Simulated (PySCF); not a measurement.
Input file for PySCF: D3(BJ) and D4 dispersion corrections on N2 (SMILES N#N).

```python
from pyscf import gto
from pyscf.dispersion import dftd3, dftd4

mol = gto.M(
    atom='''
    N     0.00000000   -0.00000000    0.54545039
    N    -0.00000000    0.00000000   -0.54545039
    ''',
    basis='def2-svp',
    charge=0, spin=0, verbose=0, max_memory=1800)
d3, d4 = {}, {}
for xc in ['hf', 'pbe', 'blyp', 'revpbe', 'tpss', 'r2scan', 'b3lyp', 'pbe0', 'bhlyp', 'camb3lyp', 'b2plyp']:
    d3[xc] = float(dftd3.DFTD3Dispersion(mol, xc=xc, version='d3bj', atm=False).get_dispersion()['energy'])
    print(f'D3(BJ) {xc:10s} {d3[xc]:14.8f} Eh')
for xc in ['hf', 'pbe', 'blyp', 'revpbe', 'tpss', 'r2scan', 'b3lyp', 'pbe0', 'bhlyp', 'camb3lyp', 'b2plyp']:
    d4[xc] = float(dftd4.DFTD4Dispersion(mol, xc={'camb3lyp': 'cam-b3lyp'}.get(xc, xc), atm=True).get_dispersion()['energy'])
    print(f'D4     {xc:10s} {d4[xc]:14.8f} Eh')
```

The log:

```
D3(BJ) hf            -0.00552784 Eh
D3(BJ) pbe           -0.00043318 Eh
D3(BJ) blyp          -0.00093211 Eh
D3(BJ) revpbe        -0.00121261 Eh
D3(BJ) tpss          -0.00052824 Eh
D3(BJ) r2scan        -0.00010278 Eh
D3(BJ) b3lyp         -0.00075259 Eh
D3(BJ) pbe0          -0.00035166 Eh
D3(BJ) bhlyp         -0.00057350 Eh
D3(BJ) camb3lyp      -0.00029407 Eh
D3(BJ) b2plyp        -0.00032902 Eh
D4     hf            -0.00168580 Eh
D4     pbe           -0.00036334 Eh
D4     blyp          -0.00086660 Eh
D4     revpbe        -0.00150295 Eh
D4     tpss          -0.00049563 Eh
D4     r2scan        -0.00008147 Eh
D4     b3lyp         -0.00058896 Eh
D4     pbe0          -0.00029360 Eh
D4     bhlyp         -0.00038537 Eh
D4     camb3lyp      -0.00028705 Eh
D4     b2plyp        -0.00024826 Eh
```

The run finished.

Cost: around 0.05 core-seconds (rough).
